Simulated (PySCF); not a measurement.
AlH3, SMILES [AlH3].

Geometry: ωB97X-D3(BJ)/def2-TZVPD. The isomer is the one that the SMILES or the coordinates give; other isomers of the formula were not compared.

The numbers are results of PySCF with M06-2X/def2-TZVPD, not measurements.

Symmetry labels are those of the subgroup C2v that the program uses (full group D3h).

Question: List the valence orbital energies around the gap with their symmetry. (An estimate is asked for; the answer gives what the named calculation found.)

Answer: 
```json
[
 {"orbital": "HOMO−7", "symmetry": "A1", "energy (eV)": "-1546.79"},
 {"orbital": "HOMO−6", "symmetry": "A1", "energy (eV)": "-119.11"},
 {"orbital": "HOMO−5", "symmetry": "B2", "energy (eV)": "-78.46"},
 {"orbital": "HOMO−4", "symmetry": "A1", "energy (eV)": "-78.30"},
 {"orbital": "HOMO−3", "symmetry": "B1", "energy (eV)": "-78.30"},
 {"orbital": "HOMO−2", "symmetry": "A1", "energy (eV)": "-13.15"},
 {"orbital": "HOMO−1", "symmetry": "B1", "energy (eV)": "-9.72"},
 {"orbital": "HOMO", "symmetry": "A1", "energy (eV)": "-9.72"},
 {"orbital": "LUMO", "symmetry": "B2", "energy (eV)": "-1.19"},
 {"orbital": "LUMO+1", "symmetry": "A1", "energy (eV)": "0.35"},
 {"orbital": "LUMO+2", "symmetry": "A1", "energy (eV)": "1.15"},
 {"orbital": "LUMO+3", "symmetry": "A1", "energy (eV)": "1.48"}
]
```
